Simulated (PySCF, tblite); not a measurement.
`[SiH](CC)(CC)CC`. Structure optimised with GFN2-xTB, isolated species.

```
atom  x, y, z in Å
C1    -1.5952   -1.3152    0.9043
C2    -0.4615   -0.4425    1.4366
Si3    0.5462    0.4316    0.0665
C4    -0.5769    1.5787   -0.9658
C5    -1.2607    2.6529   -0.1286
C6     1.3506   -0.8492   -1.0978
C7     2.2828   -1.8115   -0.3716
H8    -2.1354   -1.7890    1.7230
H9    -2.3030   -0.7207    0.3311
H10   -1.2078   -2.0983    0.2565
H11    0.2056   -1.0591    2.0410
H12   -0.8781    0.3047    2.1139
H13    1.6008    1.2334    0.7190
H14    0.0147    2.0621   -1.7446
H15   -1.3406    0.9941   -1.4817
H16   -1.9057    2.2022    0.6214
H17   -1.8694    3.3067   -0.7515
H18   -0.5220    3.2634    0.3849
H19    1.9150   -0.3306   -1.8742
H20    0.5808   -1.4253   -1.6143
H21    2.7460   -2.5090   -1.0680
H22    1.7366   -2.3872    0.3712
H23    3.0723   -1.2652    0.1386
```

Question: Work out the bond lengths C2–Si3, C2–H11, C2–H12, C4–H15, C5–H16, C6–H20 in Å.

Answer: For C2–Si3 the difference vector is (1.0077, 0.8741, -1.3701) Å, of length 1.9122 Å. C2–Si3 1.912; C2–H11 1.091; C2–H12 1.091; C4–H15 1.091; C5–H16 1.087; C6–H20 1.091 Å.

Question: Give the dihedral angles H8–C1–C2–H12, H12–C2–Si3–C4, Si3–C6–C7–H23, H13–Si3–C4–C5.

Answer: H8–C1–C2–H12 -58° (synclinal); H12–C2–Si3–C4 -62° (synclinal); Si3–C6–C7–H23 -58° (synclinal); H13–Si3–C4–C5 -60° (synclinal). Dihedral signs follow IUPAC: positive where, seen along the central bond, the front bond turns clockwise onto the rear one.

Question: How far apart are these pairs, which share no bond: C1···C4, C1···H21, C2···C7, C2···H8, C2···H14, H10···H12, H11···H15?

Answer: C1···C4 3.593 Å (3 bonds apart); C1···H21 4.915 Å (5 bonds apart); C2···C7 3.560 Å (3 bonds apart); C2···H8 2.167 Å (2 bonds apart); C2···H14 4.077 Å (3 bonds apart); H10···H12 3.055 Å (3 bonds apart); H11···H15 4.361 Å (4 bonds apart).

Question: Where is the centre of mass (commonest isotopes), and what is the radius of gyration?

Answer: Mass 116.102 u; centre at (0.102, 0.083, -0.006) Å; Rg = √(Σ m r²/M) = 2.143 Å. As Ia + Ib + Ic = 2 Σ m r², the three principal moments sum to 1066.2 u·Å².

Question: Write the matrix of distances between heavy atoms (Å, lower triangle).

Answer: 
```
C1    0.000
C2    1.527  0.000
Si3   2.888  1.912  0.000
C4    3.593  3.142  1.909  0.000
C5    4.114  3.560  2.870  1.524  0.000
C6    3.592  3.142  1.909  3.103  4.475  0.000
C7    4.113  3.560  2.870  4.475  5.705  1.524  0.000
```

The point group is Cs within 0.08 Å; differences among equivalent distances and angles are scatter left by the optimiser. Its GFN2-xTB frequencies are all real (lowest 41 cm⁻¹). One conformer, not necessarily the lowest.

The numbers are calculated, not measured.
